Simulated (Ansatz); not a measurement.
Geometry optimisation, Ansatz, RKS PBE-D4/def2-SVP.

Input file:

```yaml
crystal:
  periodic: [false, false, false]
  atoms:
    - { symbol: S, position_ang: [-0.2282, 2.5817, 0.1095] }
    - { symbol: P, position_ang: [-0.5763, 1.1746, 1.6677] }
    - { symbol: Ge, position_ang: [-1.88866, 2.63018, 2.8157] }
    - { symbol: Ge, position_ang: [-0.64588, 4.33913, 3.80209] }
    - { symbol: H, position_ang: [-1.1992, 1.9751, -0.7626] }
    - { symbol: H, position_ang: [-1.68258, 0.54549, 0.94883] }
    - { symbol: H, position_ang: [-2.95691, 3.28244, 1.82445] }
    - { symbol: H, position_ang: [-2.72802, 1.86277, 3.8818] }
    - { symbol: H, position_ang: [-1.49549, 5.22954, 4.63892] }
    - { symbol: H, position_ang: [0.45627, 3.63423, 4.76509] }
    - { symbol: H, position_ang: [0.15811, 5.10604, 2.73249] }
basis:
  gaussian: { orbitals: def2-SVP }
hamiltonian:
  xc: pbe
  dispersion: d4
relax:
  f_tol: 0.015
  max_steps: 40
```

Run as:

```bash
$ ansatz run input.yaml --threads 2 --pin off --max-ram 3072MiB --backend cpu --events-out ev --progress --plain --runs-dir out
```

Task: Where does it end, and by what steps?

Result: The forces met the threshold. The force dipped under the threshold on the way, but the program's further checks kept it going. After 22 steps the energy has fallen by 0.537 eV; H5 moved furthest, 1.24 Å.

| step | energy less start (eV) | largest force component (eV/Å) | accepted |
| --- | --- | --- | --- |
| 0 | 0.0000 | 2.044 | yes |
| 1 | -0.3532 | 0.539 | yes |
| 2 | -0.4064 | 0.251 | yes |
| 3 | -0.4432 | 0.263 | yes |
| 4 | -0.4656 | 0.726 | yes |
| 5 | -0.4957 | 0.567 | yes |
| 6 | -0.5127 | 0.089 | yes |
| 7 | -0.4924 | 0.256 | no |
| 8 | -0.5204 | 0.031 | yes |
| 9 | -0.5231 | 0.045 | yes |
| 10 | -0.5241 | 0.105 | yes |
| 11 | -0.5246 | 0.065 | yes |
| 12 | -0.5263 | 0.012 | yes |
| 13 | -0.5278 | 0.146 | yes |
| 14 | -0.5299 | 0.089 | yes |
| 15 | -0.5321 | 0.106 | yes |
| 16 | -0.5339 | 0.062 | yes |
| 17 | -0.5343 | 0.117 | yes |
| 18 | -0.5357 | 0.074 | yes |
| 19 | -0.5365 | 0.026 | yes |
| 20 | -0.5365 | 0.033 | yes |
| 21 | -0.5367 | 0.018 | yes |
| 22 | -0.5368 | 0.008 | yes |

```xyz
11
Properties=species:S:1:pos:R:3
S 0.251 2.250 0.390
P -0.727 0.936 1.802
Ge -2.127 2.543 2.800
Ge -0.630 4.300 3.585
H -0.831 2.941 -0.082
H -1.735 0.370 0.936
H -3.133 3.102 1.749
H -2.935 1.883 3.956
H -1.285 5.072 4.764
H 0.692 3.660 4.078
H -0.326 5.303 2.446
```

Time of the run: 57 s on 2 threads of Arm Neoverse V2 (shared host), peak memory 0.21 GiB.
